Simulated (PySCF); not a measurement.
## TDDFT excited states: C2H3F3OSi

Compound: C₂H₃F₃OSi.
Geometry (GFN2-xTB, Å), atoms numbered from 1 in this order:
```xyz
10
C2H3F3OSi angstrom
O     -0.215   -1.952   -0.388
C     -0.118   -0.781   -0.150
Si     1.473    0.292   -0.311
C     -1.347    0.015    0.345
F     -2.350   -0.724    0.809
F     -0.979    0.861    1.326
F     -1.828    0.777   -0.653
H      1.976    0.417    1.054
H      1.045    1.571   -0.866
H      2.351   -0.471   -1.188
```

Method: TDDFT PBE0/def2-SVPD, vertical, gas phase, core orbitals frozen in the response in PySCF 2.14.0, density-fitted response routines.

| state | E (eV) | λ (nm) | f | main configurations (H = HOMO, L = LUMO) |
| --- | --- | --- | --- | --- |
| S1 | 3.39 | 366.1 | 0.0006 | H→L (99%) |
| S2 | 6.82 | 181.8 | 0.017 | H→L+1 (86%), H-1→L (10%) |
| S3 | 6.93 | 179.0 | 0.0041 | H-2→L (66%), H-1→L (31%) |
| S4 | 7.14 | 173.6 | 0.018 | H-1→L (40%), H→L+2 (25%), H-2→L (22%) |
| S5 | 7.49 | 165.6 | 0.038 | H→L+3 (79%) |
| S6 | 7.53 | 164.6 | 0.159 | H→L+2 (50%), H→L+4 (26%), H→L+3 (8%) |
| S7 | 7.80 | 159.0 | 0.107 | H→L+4 (72%), H→L+2 (21%) |
| S8 | 7.99 | 155.2 | 0.0024 | H-5→L (83%) |

Triplets, Tamm–Dancoff:

```tsv
state	E (eV)	λ (nm)	main configurations (H = HOMO, L = LUMO)
T1	2.65	468.5	H→L (98%)
T2	5.59	221.8	H-3→L (52%), H-1→L (24%), H-8→L (9%)
T3	6.44	192.5	H→L+1 (95%)
```

The lowest singlet lies at 3.39 eV (366 nm, ultraviolet) and is very weak; its leading configuration is HOMO→LUMO (99%). The most intense listed level is S6 at 7.53 eV (165 nm, f = 0.159), 4.15 eV above S1. Löwdin shares by element: HOMO oxygen 49%, carbon 26%, silicon 12%; LUMO carbon 44%, oxygen 35%, silicon 8%. Weighted by f, the mean energy of these states is 7.54 eV. Orbital energies (eV): HOMO-3 -12.23, HOMO-2 -10.71, HOMO-1 -10.68, HOMO -8.04, LUMO -2.44, LUMO+1 -0.05, LUMO+2 0.39. Of the 8 states listed, 5 reach f = 0.01 and none stays under 0.0005. No computed singlet lies in the visible range (380 to 750 nm); the lowest, at 366 nm, stands 0.12 eV above its violet end (3.26 eV); a Tamm–Dancoff triplet lies at 468 nm, without intensity as long as spin–orbit coupling is left out. The window holds the lowest 8 singlets.
